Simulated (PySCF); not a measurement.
Isomers of C3H12N2Si, one conformer each. Method: core-valence-separated Tamm–Dancoff BHandHLYP/aug-pcX-1 (pcseg-1 on H, def2-SVPD on Si) in PySCF, non-relativistic, gas phase, PBE0-D3(BJ)/def2-SVP geometry. BHandHLYP without relativity tends to put these K edges a few eV too low, so spacings mean more than positions.

P. `CCCN[SiH2]N`
Q. `CC(C)N[SiH2]N`

Main lines, eV (oscillator strength):
1. C K: 285.3 (0.008), 285.4 (0.016), 286.0 (0.016), 286.0 (0.028), 286.0 (0.034); N K: 398.9 (0.008), 399.2 (0.016), 399.9 (0.032), 400.0 (0.013), 400.4 (0.021)
2. C K: 285.2 (0.020), 285.9 (0.023), 286.0 (0.042), 286.0 (0.030), 286.3 (0.024); N K: 398.9 (0.008), 399.1 (0.015), 399.9 (0.032), 400.1 (0.012), 400.3 (0.022)
Listed: the first five lines at most of each edge with a tenth or more of its strongest line's intensity; roots within 0.03 eV on the same or equivalent atoms are summed. Only the lowest roots were sought, and the top ones are left out.

Task: Which spectrum belongs to which isomer?

Result: 1 = P, 2 = Q.
- P: first C line listed at 285.3 eV, hole on the methyl carbon; first N line listed at 398.9 eV, hole on the silicon-bound nitrogen.
- Q: first C line listed at 285.2 eV, hole on the methyl carbon; first N line listed at 398.9 eV, hole on the silicon-bound nitrogen.

Task: What are the ground-state energies of the isomers at BHandHLYP/aug-pcX-1 (pcseg-1 on H, def2-SVPD on Si), relative to the lowest?

Result: P 0.0, Q 2.1 kJ/mol (electronic energies on these geometries, no dispersion or zero-point terms).
